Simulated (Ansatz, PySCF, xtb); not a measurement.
Reaction R1 + R2 → P1 + P2, each structure at its B3LYP-D3(BJ)/def2-TZVP stationary point, reached from a drawn start (curvature not checked).
R1, FH3O3Si (SMILES O[Si](O)(O)F) (charge 0, multiplicity 1):
```xyz
8

F     -1.19713     0.80903     0.90458
Si    -0.07320     0.04947     0.05531
O     -0.71299    -1.29815    -0.58454
O      0.44846     1.02932    -1.12901
O      1.16109    -0.33703     1.03612
H     -1.46403    -1.22365    -1.17795
H      0.84068     1.87470    -0.89828
H      0.99722    -0.90359     1.79368
```
P1: H4O4Si (SMILES O[Si](O)(O)O), charge 0, multiplicity 1.
P2, HF (SMILES F) (charge 0, multiplicity 1):
```tsv
atom	x (Å)	y (Å)	z (Å)
F	0.0000	0.0000	0.4622
H	0.0000	0.0000	-0.4622
```
R2, H2O (SMILES O) (charge 0, multiplicity 1):
```xyz
3

O      0.000     0.000     0.390
H      0.000     0.765    -0.195
H      0.000    -0.765    -0.195
```

P less R. No zero-point or thermal terms. One arrangement of each flexible species, with no search for the lowest.

Cores are frozen in the correlated methods.

Codes used: Ansatz (Gaussian orbitals); PySCF for the D3/D4 terms; xtb for the GFN methods. No computed number here is a measurement.

```
level                    reaction energy (kcal/mol)
-----------------------  --------------------------
GFN2-xTB                                      14.16
SVWN5/def2-TZVPP                               8.31
PBE/def2-TZVPP                                 9.48
PBE-D3(BJ)/def2-TZVPP                          9.04
revPBE/def2-TZVPP                              9.86
B3LYP/def2-TZVPP                              10.39
PBE0-D3(BJ)/def2-TZVPP                         8.98
BHLYP-D3(BJ)/def2-TZVPP                        9.81
CCSD(T)/cc-pV(T+d)Z                               ?
```

**Question.** Some entries are withheld; supply them.

**Answer.** 
- CCSD(T)/cc-pV(T+d)Z, reaction energy (kcal/mol): 8.93

Ansatz is an electronic-structure program.
